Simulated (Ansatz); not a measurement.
Counterpoise correction, worked out

The pair of Ag⁺ (SMILES [Ag+], atom 1) and CH4S (SMILES CS, atoms 2–7), both closed shells, in one local arrangement (a lower one may exist), relaxed at PBE0-D4/def2-TZVP:

Ag1  (-0.199, -0.145, -2.547)
C2  (-0.175, -0.269, 0.095)
S3  (-0.212, 1.091, 1.255)
H4  (0.078, -1.236, 0.530)
H5  (0.632, -0.069, -0.672)
H6  (-1.191, -0.353, -0.314)
H7  (1.066, 0.980, 1.653)
(Å)

Computed with Ansatz 0.2.0 (basis: def2-TZVPPD); correlated methods freeze the cores. Filled d shells of the heavier atoms are correlated. Core potentials replace the inner electrons of the atoms past krypton.

CCSD(T) total energies in eV:

| system | geometry | basis functions | energy |
| --- | --- | --- | --- |
| pair | pair | all | -15909.75974 |
| Ag⁺ | as in the pair | all (partner as ghosts) | -3986.21268 |
| CH4S | as in the pair | all (partner as ghosts) | -11923.08659 |
| Ag⁺ | as in the pair | its own | -3986.13302 |
| CH4S | as in the pair | its own | -11923.07833 |
| Ag⁺ | free (PBE0-D4 minimum) | its own | -3986.13302 |
| CH4S | free (PBE0-D4 minimum) | its own | -11923.16578 |

(1) Work out the interaction energy with and without the counterpoise correction, the superposition error, and the binding energy from the relaxed fragments.

The T1 diagnostic stays at or below 0.012.

## Answers

(1) Without correction: -15909.75974 − (-3986.13302) − (-11923.07833) = -0.54839 eV.
With correction (each fragment in the whole basis): -15909.75974 − (-3986.21268) − (-11923.08659) = -0.46047 eV = -10.62 kcal/mol.
The superposition error is the difference, 0.08792 eV, 16 % of the uncorrected value: each fragment borrows its partner's functions.
Deformation from the free shapes: 0.00000 eV for Ag⁺ and 0.08745 eV for CH4S.
Binding energy from relaxed fragments: -0.46047 + 0.00000 + 0.08745 = -0.37302 eV = -8.60 kcal/mol (electronic, without zero-point energy; negative means bound). For comparison, the corrected interaction energy by CCSD(T) at an estimated basis limit (MP2 extrapolated from triple and quadruple zeta, plus CCSD(T) − MP2 in triple zeta) is -0.552 eV; triple zeta with the correction binds less.

For scale, one of the runs: CCSD(T)/def2-TZVPPD, 212 basis functions, launched by `ansatz run in.yaml --threads 4 --pin off --events-out ev --progress --plain --max-ram 9574MiB`. The run took 100 s on 4 CPU threads of an Arm Neoverse V2 (shared host), with 3.3 GiB of host memory at its peak.
